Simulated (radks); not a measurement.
The numbers below are computed, except where a source is named.
Q: All-electron atom: Ga XII in [Ne] 3s1 3p6 3d3 (not the ground configuration). Level of theory: scalar-relativistic Kohn-Sham, r2SCAN, spin-polarised, spherical densities, finite nucleus; open shells are filled with parallel spins first; meta-GGA in the generalised Kohn-Sham scheme; Fermi nuclear charge, rms radius 3.9973 fm (a radial shooting solver on a logarithmic mesh with Libxc functionals). Some entries of the table are withheld. Estimate them.

orbital,occ.,eigenvalue (eV),<r^2> (bohr^2),r(max) (bohr)
1s up,1,-10581.56,0.003181,0.03179
1s down,1,-10580.65,0.003181,0.03179
2s up,1,-1598.495,0.05559,0.1822
2s down,1,-1592.807,0.05533,0.1821
2p up,3,-1431.798,0.04436,0.1465
2p down,3,-1427.235,0.04409,0.1463
3s up,1,-437.4360,0.4017,(1)
3s down,0,-425.7227,0.4089,(2)
3p up,3,-384.4720,0.4094,0.5327
3p down,3,-372.7956,0.4179,0.5357
3d up,3,-301.2082,0.3824,0.4638
3d down,0,-289.1703,0.3929,0.4645

A: 
(1) 3s up r(max) (bohr): 0.5391
(2) 3s down r(max) (bohr): 0.5418
